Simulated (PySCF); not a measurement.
```xyz
5
charge 0 multiplicity 5, angstrom
Fe    0.0000    0.0000   -0.0113
O     1.7737   -0.0544   -0.0672
O    -1.7737    0.0544   -0.0672
H     2.3121   -0.8188    0.1992
H    -2.3121    0.8188    0.1992
```

All numbers come from UPBE in PySCF with Fe def2-SVP, O def2-SVP, H def2-SVP; no relativity; density-fitted integrals.

This geometry of Fe(OH)₂ is a stationary point at this level.

Q: What is the point group?

A: C2.

Q: Is it a minimum?

A: Yes: all harmonic wavenumbers are real.

Q: List the harmonic modes with their infrared intensities.

A: 
| symmetry | ω (cm⁻¹) | IR (km/mol) |
| --- | --- | --- |
| a | 99 | 1.1 |
| a | 123 | 203 |
| b | 131 | 7.5 |
| b | 477 | 335 |
| a | 481 | 14.9 |
| a | 629 | 0.2 |
| b | 762 | 153 |
| a | 3764 | 3.3 |
| b | 3765 | 126 |

Q: What are the dipole moment and the gap between the highest occupied and lowest empty levels of either spin?

A: 0.97 D and 0.30 eV.

Q: Give the atomic charges and bond orders.

A: 
| atom | Mulliken | Löwdin | polar tensor | spin (Mulliken) | Mayer order to Fe1 |
| --- | --- | --- | --- | --- | --- |
| Fe1 | 0.66 | 0.47 | 1.06 | 3.70 | – |
| O2,3 | -0.50 | -0.31 | -0.81 | 0.14 | 1.06 |
| H4,5 | 0.18 | 0.07 | 0.28 | 0.01 | 0.03 |
Other Mayer orders above 0.3: O–H 0.96 (×2).

In C2 the vibrations span 5a + 4b.

This need not be the most stable arrangement of these atoms. Open d and f shells are described by one determinant, and the ground state may have another occupation or spin.
